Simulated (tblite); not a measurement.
Compound: C₄H₉AlO.
Atom-mapped SMILES: `[CH3:1][O:2]/[CH:3]=[C:4](\[CH3:5])[AlH2:6]` (hydrogens: H7, H8, H9 on C1; H10 on C3; H11, H12, H13 on C5; H14, H15 on Al6)

Computed with GFN2-xTB (tblite), gas phase: L-BFGS steps from a force-field or distance-geometry start until the largest atomic force falls under 0.01 eV/Å.

Step 51: E = -496.3666 eV
```
atom  x, y, z in Å  |  force x, y, z in eV/Å
C1      2.6354   -0.5717   -0.2761   -0.027   0.007   0.014
O2      1.4693    0.2070   -0.3581   -0.051   0.026  -0.020
C3      0.3256   -0.3818    0.0827   -0.019   0.021   0.011
C4     -0.8775    0.2119    0.0881   -0.054  -0.007  -0.029
C5     -1.0521    1.6214   -0.4244    0.006   0.054  -0.024
Al6    -2.4182   -0.8226    0.7654    0.054   0.017  -0.005
H7      3.4440    0.0434   -0.6626    0.051   0.017  -0.020
H8      2.8529   -0.8520    0.7583    0.030   0.001   0.075
H9      2.5513   -1.4835   -0.8743   -0.009  -0.034  -0.062
H10     0.4312   -1.4013    0.4517   -0.020  -0.057   0.031
H11    -0.7467    1.6986   -1.4693   -0.036  -0.024   0.049
H12    -0.4425    2.3214    0.1476   -0.024  -0.015   0.007
H13    -2.1036    1.9139   -0.3380    0.063  -0.003  -0.016
H14    -2.2197   -2.2787    1.2835   -0.026   0.037  -0.012
H15    -3.8539   -0.2181    0.8034    0.061  -0.042   0.001
```

Step 52: E = -496.3675 eV
```
atom  x, y, z in Å  |  force x, y, z in eV/Å
C1      2.6245   -0.5811   -0.2711   -0.017   0.002   0.017
O2      1.4644    0.2066   -0.3579   -0.044   0.001  -0.021
C3      0.3144   -0.3711    0.0805   -0.015   0.006   0.025
C4     -0.8851    0.2306    0.0849   -0.039  -0.018  -0.044
C5     -1.0486    1.6396   -0.4320    0.005   0.034  -0.008
Al6    -2.4061   -0.8324    0.7670    0.058   0.021  -0.003
H7      3.4377    0.0298   -0.6554    0.050   0.003  -0.016
H8      2.8377   -0.8639    0.7638    0.021   0.021   0.072
H9      2.5393   -1.4950   -0.8672   -0.026  -0.005  -0.068
H10     0.4108   -1.3913    0.4524   -0.023  -0.053   0.030
H11    -0.7384    1.7124   -1.4758   -0.042  -0.029   0.046
H12    -0.4349    2.3355    0.1404   -0.026  -0.008   0.013
H13    -2.0975    1.9382   -0.3487    0.053   0.016  -0.022
H14    -2.1655   -2.2879    1.2769   -0.032   0.062  -0.021
H15    -3.8570   -0.2621    0.8202    0.078  -0.052   0.001
```

Task: Estimate the geometry and energy of step 53. (The exact step hangs on the optimiser's Hessian estimate; all steps are aligned on step 52, rigid shifts and turns removed.)

Result: E = -496.3688 eV, largest force 0.088 eV/Å
```
atom  x, y, z in Å  |  force x, y, z in eV/Å
C1      2.6143   -0.5873   -0.2674    0.007  -0.006   0.015
O2      1.4566    0.2051   -0.3569   -0.018  -0.036  -0.015
C3      0.3020   -0.3640    0.0801   -0.003  -0.026   0.037
C4     -0.8941    0.2453    0.0820    0.002  -0.022  -0.054
C5     -1.0432    1.6547   -0.4387    0.001  -0.012   0.020
Al6    -2.3959   -0.8411    0.7688    0.048   0.026  -0.004
H7      3.4290    0.0240   -0.6510    0.033  -0.023  -0.003
H8      2.8280   -0.8721    0.7683   -0.003   0.046   0.039
H9      2.5319   -1.5034   -0.8633   -0.046   0.046  -0.051
H10     0.3910   -1.3851    0.4550   -0.027  -0.032   0.022
H11    -0.7285    1.7215   -1.4805   -0.032  -0.026   0.020
H12    -0.4251    2.3446    0.1351   -0.018   0.006   0.019
H13    -2.0882    1.9605   -0.3593    0.013   0.046  -0.024
H14    -2.1253   -2.2940    1.2716   -0.027   0.063  -0.022
H15    -3.8570   -0.3008    0.8344    0.072  -0.051   0.002
```

The energy changes by -0.0013 eV. The first-order estimate −F·Δx gives -0.0018 eV and the mean of the old and new forces, exact on a quadratic surface, -0.0013 eV. The step makes an angle of 84° with the force vector and moves no atom by more than 0.041 Å.

What follows is the cost of the whole relaxation. Time: 0.38 s. Hardware: an Arm Neoverse V1 with one thread (shared host).
